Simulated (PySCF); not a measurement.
**Krypton: highly charged ions in a basis for the neutral atom**

Kr⁶⁺ [Ar] 3d10 4s2, Kr⁷⁺ [Ar] 3d10 4s1. Computed with PySCF 2.14 in x2c-SVPall (5s4p3d, 32 functions), with the spin-free X2C one-electron Hamiltonian (Gaussian nucleus). No spin-orbit coupling, so a gap to NIST mixes the basis error with missing relativistic terms.

Changed run: basis of the neutral atom used for a highly charged ion. This setting is unsound on purpose.

```tsv
species	method	sound run (hartree)	changed run (hartree)	converged
Kr⁶⁺	UHF	not run	-2778.06379	yes
Kr⁶⁺	B3LYP	not run	-2779.72103	yes
Kr⁶⁺	M06-L	not run	-2779.65572	yes
Kr⁷⁺	UHF	not run	-2774.13346	yes
Kr⁷⁺	B3LYP	not run	-2775.68623	yes
Kr⁷⁺	M06-L	not run	-2775.64186	yes
```

Ionisation energy of Kr⁶⁺:

```
method  changed run (eV)      NIST (eV)
   UHF            106.95  109.13 ± 0.05
 B3LYP            109.79  109.13 ± 0.05
 M06-L            109.22  109.13 ± 0.05
```

The contracted functions were made for the neutral atom and can be too rigid for a highly charged ion.
